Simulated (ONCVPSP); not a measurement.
Building the ONCV potential for osmium (PBE, scalar-relativistic).

```json
{
 "Element": "osmium",
 "Generator": "ONCVPSP 4.0.1",
 "Type": "optimised norm-conserving Vanderbilt (ONCV)",
 "Functional": "PBE",
 "Relativity": "scalar-relativistic",
 "Frozen core": "[Kr] 4d10 4f14",
 "Valence charge": "16",
 "Reference configuration": "5s2 5p6 5d6 6s1.75 6p0.25",
 "Partial waves": "5s+6s: rc 1.70 bohr, ncon 3, nbas 8, qcut 7.6 1/bohr, 3 projectors, debl 3.5 Ha; 5p+6p: rc 1.60 bohr, ncon 4, nbas 7, qcut 9 1/bohr, 2 projectors; 5d: rc 1.80 bohr, ncon 4, nbas 7, qcut 5.2 1/bohr, 3 projectors, debl 2.7 Ha; f scattering state at 0.1 Ha: rc 1.45 bohr, ncon 3, nbas 7, qcut 8.2 1/bohr, 2 projectors, debl 4 Ha",
 "Local potential": "polynomial inside 1.20 bohr (lpopt 3, dvloc0 0 Ha)",
 "Core correction": "polynomial model core, fcfact 0.2"
}
```

All-electron outer shells of the reference configuration (PBE, scalar-relativistic, ld1.x):

| shell | level (eV) | outermost node (bohr) | outermost maximum (bohr) |
| --- | --- | --- | --- |
| 4d | -273.34 | 0.21 | 0.44 |
| 5s | -92.03 | 0.51 | 0.91 |
| 4f | -52.46 | – | 0.40 |
| 5p | -51.32 | 0.55 | 1.03 |
| 5d | -6.70 | 0.60 | 1.36 |
| 6s | -6.48 | 1.20 | 2.48 |
| 6p | -1.52 | 1.44 | 3.51 |

Results:

- Cutoffs needed: 26 Ha and 48 Ha (the cutoffs (Ha) at which the residual kinetic energy of the hardest occupied pseudo-wave falls to 1 and 0.1 mHa per electron) The cutoffs count occupied waves only; projector 2 of the f channel, the hardest unoccupied one, needs 214 Ha at the loose tolerance.
- Ghost test: no bound ghost flagged; GHOST(+) flagged for f at 36.2 eV, s at 367.0 eV
- Configuration tests: 1 of 4 tests not solved or not reliable
- rms error of d²Exc/dni dnj: 5.32 mHa without and 0.68 mHa with the model core

Generation and tests took about 5.7 s on one core of a shared server CPU.
